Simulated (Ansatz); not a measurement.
`[CH3][SnH]([OH])[Cl]` + silanol → `[CH3][SnH]([Cl])[O][SiH3]` + H₂O at 500 K and 1 bar (ligand exchange at the Sn–O bond).

Calculated with Ansatz (gas phase, PBE0-D4/def2-TZVP geometries, no zero-point term in ΔE). CBS: MP2 limit from def2 TZ/QZ plus the TZ coupled-cluster correction, frozen cores. This one scheme is used for every species. def2 core potentials past Kr. For Sn outer-core shells are correlated without core-valence functions, which leaves a few kJ/mol of doubt a bond. One conformer a species, not always the lowest.

```csv
species,CCSD(T)/CBS energy (Eh),H − E (kJ/mol),S (J/(mol·K))
`[CH3][SnH]([OH])[Cl]`,-790.11028,197.2,433.4
`O[SiH3]`,-366.69042,127.5,292.9
`[CH3][SnH]([Cl])[O][SiH3]`,-1080.43028,253.1,517.4
H₂O,-76.37941,73.2,206.3
```

H − E and S are ideal-gas, rigid-rotor, harmonic terms from PBE0-D4/def2-TZVP, for one conformer and one mirror image of each species. 1 Eh = 2625.50 kJ/mol, R = 8.31446 J/(mol·K).

**Question.** By hand: ΔE, ΔH, ΔS and ΔG.

**Answer.** ΔE = (-1080.43028) + (-76.37941) − (-790.11028) − (-366.69042) = -0.00899 Eh = -23.6 kJ/mol. Δ(H − E) = 253.1 + 73.2 − 197.2 − 127.5 = 1.6, so ΔH = -22.0 kJ/mol. ΔS = 517.4 + 206.3 − 433.4 − 292.9 = -2.6 J/(mol·K). ΔG = -22.0 − 500 × (-2.6)/1000 = -20.7 kJ/mol.

**Question.** By hand: the equilibrium constant, and the temperature at which ΔG would vanish if ΔH and ΔS stayed fixed.

**Answer.** log₁₀ K = −ΔG/(RT ln 10) = 2.2. ΔG = 0 at ΔH/ΔS = 8462 K, far beyond where these terms or the molecules hold.

The number of gas molecules stays the same, so ΔS is small and ΔH decides. A doubt of 5 kJ/mol in ΔE shifts log₁₀ K by 0.5 here. Other conformers and mirror images would add mixing entropy, several J/(mol·K) or more a flexible species. Modes under 60 cm⁻¹, often nearly free rotors, make the harmonic entropy too high. These are equilibria of isolated gas molecules and say nothing of rates. Largest T1 diagnostic: 0.012 (customary marks: 0.02 for closed shells, 0.045 for open ones).
